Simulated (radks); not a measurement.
The numbers below are computed, except where a source is named.
Task: All-electron atom: Xe3+ in [Kr] 4d10 5s2 5p3 (the NIST ground configuration). Code: a radial shooting solver on a logarithmic mesh with Libxc functionals. Model: Dirac Kohn-Sham, PBE, spin-unpolarised, spherical densities, point nucleus; open shells fill j = l - 1/2 first. Some entries of the table are withheld. Estimate them.

| orbital | occ. | eigenvalue (eV) | r(max) (bohr) |
|---|---|---|---|
| 1s1/2 | 2 | -34381.28 | 0.01715 |
| 2s1/2 | 2 | (1) | 0.09710 |
| 2p1/2 | 2 | -5053.911 | 0.07438 |
| 2p3/2 | 4 | -4729.263 | 0.07927 |
| 3s1/2 | 2 | -1126.664 | 0.2791 |
| 3p1/2 | 2 | -992.2788 | 0.2656 |
| 3p3/2 | 4 | -930.6102 | 0.2764 |
| 3d3/2 | 4 | (2) | 0.2241 |
| 3d5/2 | 6 | (3) | 0.2272 |
| 4s1/2 | 2 | -230.5991 | 0.6613 |
| 4p1/2 | 2 | -183.0096 | 0.6770 |
| 4p3/2 | 4 | -170.6941 | 0.7012 |
| 4d3/2 | 4 | -93.6785 | 0.7431 |
| 4d5/2 | 6 | -91.6799 | 0.7514 |
| 5s1/2 | 2 | -50.0044 | 1.584 |
| 5p1/2 | 2 | -37.9299 | (4) |
| 5p3/2 | 1 | -36.2335 | (5) |

Result: 
(1) 2s1/2 eigenvalue (eV): -5377.348
(2) 3d3/2 eigenvalue (eV): -694.2563
(3) 3d5/2 eigenvalue (eV): -681.2235
(4) 5p1/2 r(max) (bohr): 1.754
(5) 5p3/2 r(max) (bohr): 1.818
